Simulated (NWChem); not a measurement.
The numbers come from NWChem runs, not from measurements. System: H$_{4}$SiSn, charge 0, spin multiplicity 1, at a geometry optimised with PBE/def2-SVP with def2 effective core potentials on Sn. The structure started from a generated list of species. Level: MP2/def2-TZVP with def2 effective core potentials on Sn, 9 core orbitals frozen.

Job file:

```
start mol
memory heap 200 mb stack 800 mb global 1000 mb
geometry units angstroms nocenter noautoz
  Sn     0.436697    -0.543425     0.000000
  H     -1.074130    -1.525962     0.000000
  Si    -1.157966     1.611517     0.000000
  H     -2.059597     1.600983     1.214658
  H     -2.059597     1.600983    -1.214658
  H     -0.430010     2.933998     0.000000
  symmetry group Cs
end
basis spherical
  * library def2-tzvp
end
ecp
  Sn library def2-ecp
end
scf
  rhf
  nopen 0
  maxiter 100
  thresh 1e-7
  semidirect memsize 60000000 filesize 0
end
mp2
  freeze core 9
end
task mp2 energy
```

Part of the output:

```
             Northwest Computational Chemistry Package (NWChem) 7.3.0
             --------------------------------------------------------

                                NWChem Input Module
                                -------------------

 Scaling coordinates for geometry "geometry" by  1.889725989
 (inverse scale =  0.529177249)

 Turning off AUTOSYM since
 SYMMETRY directive was detected!

                             Geometry "geometry" -> ""
                             -------------------------

 Output coordinates in angstroms (scale by  1.889725989 to convert to a.u.)

  No.       Tag          Charge          X              Y              Z
 ---- ---------------- ---------- -------------- -------------- --------------
    1 Sn                  50.0000     0.43669700    -0.54342500     0.00000000
    2 H                    1.0000    -1.07413000    -1.52596200     0.00000000
    3 Si                  14.0000    -1.15796600     1.61151700     0.00000000
    4 H                    1.0000    -2.05959700     1.60098300     1.21465800
    5 H                    1.0000    -2.05959700     1.60098300    -1.21465800
    6 H                    1.0000    -0.43001000     2.93399800     0.00000000

 Effective nuclear repulsion energy (a.u.)     193.4619313507

            Nuclear Dipole moment (a.u.)
            ----------------------------
        X                 Y               Z
 ---------------- ---------------- ----------------
    -0.0000151178    -0.0000188973     0.0000000000

      Symmetry information
      --------------------

 Group name             Cs
 Group number              2
 Group order               2
 No. of unique centers     5

      Symmetry unique atoms

     1    2    3    4    6


 Summary of "ao basis" -> "" (spherical)
 ------------------------------------------------------------------------------
       Tag                 Description            Shells   Functions and Types
 ---------------- ------------------------------  ------  ---------------------
 *                         def2-tzvp                  on all atoms

 Summary of "ao basis" -> "ao basis" (spherical)
 ------------------------------------------------------------------------------
       Tag                 Description            Shells   Functions and Types
 ---------------- ------------------------------  ------  ---------------------
 Sn                        def2-tzvp                16       50   6s5p3d2f
 H                         def2-tzvp                 4        6   3s1p
 Si                        def2-tzvp                13       37   5s5p2d1f

                                 NWChem SCF Module
                                 -----------------

  ao basis        = "ao basis"
  functions       =   111
  atoms           =     6
  closed shells   =    20
  open shells     =     0
  charge          =   0.00
  wavefunction    = RHF
  use symmetry    = T
  symmetry adapt  = T

 Summary of "ao basis" -> "ao basis" (spherical)
 ------------------------------------------------------------------------------
       Tag                 Description            Shells   Functions and Types
 ---------------- ------------------------------  ------  ---------------------
 Sn                        def2-tzvp                16       50   6s5p3d2f
 H                         def2-tzvp                 4        6   3s1p
 Si                        def2-tzvp                13       37   5s5p2d1f

      Symmetry analysis of basis
      --------------------------
[...]
  ----- ------------  ---------------      ----- ------------  ---------------
    21      0.596419  1 Sn pz                18      0.331099  1 Sn pz
    12     -0.276144  1 Sn pz                15      0.224532  1 Sn pz

 Vector   22  Occ=0.000000D+00  E= 7.900954D-02  Symmetry=a'
              MO Center=  4.1D-01, -5.8D-01, -3.8D-16, r^2= 9.8D+00
   Bfn.  Coefficient  Atom+Function         Bfn.  Coefficient  Atom+Function
  ----- ------------  ---------------      ----- ------------  ---------------
    20      1.352977  1 Sn py                61     -1.344062  3 Si s
     6      0.671722  1 Sn s                 75      0.593104  3 Si py
    74     -0.555722  3 Si px                53      0.500647  2 H  s
    19     -0.227978  1 Sn px                17      0.209118  1 Sn py

 Vector   23  Occ=0.000000D+00  E= 1.116495D-01  Symmetry=a'
              MO Center=  1.3D+00, -6.0D-02,  9.6D-15, r^2= 9.1D+00
   Bfn.  Coefficient  Atom+Function         Bfn.  Coefficient  Atom+Function
  ----- ------------  ---------------      ----- ------------  ---------------
    19     -1.675456  1 Sn px                 6      1.633975  1 Sn s
    53     -1.377298  2 H  s                 75      0.947352  3 Si py
    61     -0.750141  3 Si s                108     -0.315761  6 H  s
    74     -0.250457  3 Si px                 2      0.213803  1 Sn s
     3     -0.180312  1 Sn s

 center of mass
 --------------
 x =   0.16921549 y =  -0.18075882 z =   0.00000000

 moments of inertia (a.u.)
 ------------------
         447.327753512737         304.142965708753           0.000000000000
         304.142965708753         255.936351528151           0.000000000000
           0.000000000000           0.000000000000         682.024285632481

  Mulliken analysis of the total density
  --------------------------------------

    Atom       Charge   Shell Charges
 -----------   ------   -------------------------------------------------------
    1 Sn  22    21.75   0.28 -0.77  1.53  0.95  1.03  0.76 -0.40  6.36  0.54  1.09  0.26  8.94  1.04  0.12  0.01  0.00
    2 H    1     1.11   0.21  0.56  0.33  0.01
    3 Si  14    13.98   2.00  0.58  1.39  0.81  0.53  4.12  1.73  0.50  1.54  0.49  0.10  0.15  0.02
    4 H    1     1.05   0.23  0.56  0.25  0.01
    5 H    1     1.05   0.23  0.56  0.25  0.01
    6 H    1     1.06   0.23  0.56  0.25  0.01

       Multipole analysis of the density wrt the origin
       ------------------------------------------------

     L   x y z        total         open         nuclear
     -   - - -        -----         ----         -------
     0   0 0 0      0.000000      0.000000     40.000000

     1   1 0 0      0.388970      0.000000    -23.106670
     1   0 1 0     -0.172014      0.000000     28.753863
     1   0 0 1      0.000000      0.000000      0.000000

     2   2 0 0    -34.988228      0.000000    117.096738
     2   1 1 0      0.876374      0.000000   -134.141098
     2   1 0 1     -0.000000      0.000000      0.000000
     2   0 2 0    -34.578548      0.000000    210.399439
     2   0 1 1      0.000000      0.000000      0.000000
     2   0 0 2    -28.506473      0.000000     10.537454

                   NWChem MP2 Semi-direct Energy/Gradient Module
                   ---------------------------------------------

  Basis functions       =    111
  Molecular orbitals    =    111
  Frozen core           =      9
  Frozen virtuals       =      0
  Active alpha occupied =     11
  Active beta occupied  =     11
  Active alpha virtual  =     91
  Active beta virtual   =     91
  Use MO symmetry       = T
  Use skeleton AO sym   = T

  AO/Fock/Back tols     =   1.0D-09  1.0D-09  1.0D-09

 GA uses MA = F    GA memory limited = T

 Available:
  local mem=  1.15D+08
 global mem=  1.31D+08
 local disk=  0.00D+00
  mp2_memr nvloc                    91
  nvloc new                    91
   1 passes of  11:        5242880                      75164                  20649149.
   1 passes of  11: M    114668452           G      131047358           F     109425572.

 Semi-direct pass number   1 of   1  for RHF alpha+beta  at        8.7s
  vrange nnbf                  6061
  mp2_eaftype                    78  avail_ma_in_mb                   999
 EAF : mp2_eaftype filesize          78   10324574.
  mp2_eaf for mointskh                     78
Node 0 wrote     48.5 Mb in      0.0 s     Agg I/O rate:  1530.0 Mb/s
 Done moints_semi at       22.9s
  mp2_eaftype                    78  avail_ma_in_mb                   921
 EAF : mp2_eaftype filesize          78   10324574.
  mp2_eaf for kh                    78
 Done maket at       23.4s
 Done multipass loop at       23.4s

          -------------------------------------------
          SCF energy                -504.590319635435
          Correlation energy          -0.426534223486
          Singlet pairs               -0.251295851920
          Triplet pairs               -0.175238371567
          Total MP2 energy          -505.016853858921
          -------------------------------------------

          ---------------------------------------------------
                    Spin Component Scaled (SCS) MP2
          Same spin pairs                     -0.116825581044
          Same spin scaling factor             0.333333333333
          Opposite spin pairs                 -0.309708642442
          Opposite spin scaling fact.          1.200000000000
          SCS-MP2 correlation energy          -0.410592231278
          Total SCS-MP2 energy              -505.000911866713
          ---------------------------------------------------

 -----------------------
 Performance information
 -----------------------

 Timer overhead =  2.42D-07 seconds/call

               Nr. of calls         CPU time (s)                 Wall time (s)                GFlops
             ---------------    -------------------     ------------------------------   -------------------
Name         Min   Avg   Max    Min     Avg     Max     Min     Avg     Max   Mx/calls   Min     Max     Sum
mp2: moin     1     1     1    14.     14.     14.      14.     14.     14.     14.      0.0     0.0     0.0
mp2: make     1     1     1   0.50    0.50    0.50     0.50    0.50    0.50    0.50      0.0     0.0     0.0
mp2: tota     1     1     1    15.     15.     15.      15.     15.     15.     15.      0.0     0.0     0.0

 The average no. of pstat calls per process was 3.00D+00
 with a timing overhead of 7.27D-07s

 Task  times  cpu:       23.4s     wall:       23.4s

 Total times  cpu:       23.4s     wall:       23.4s
```
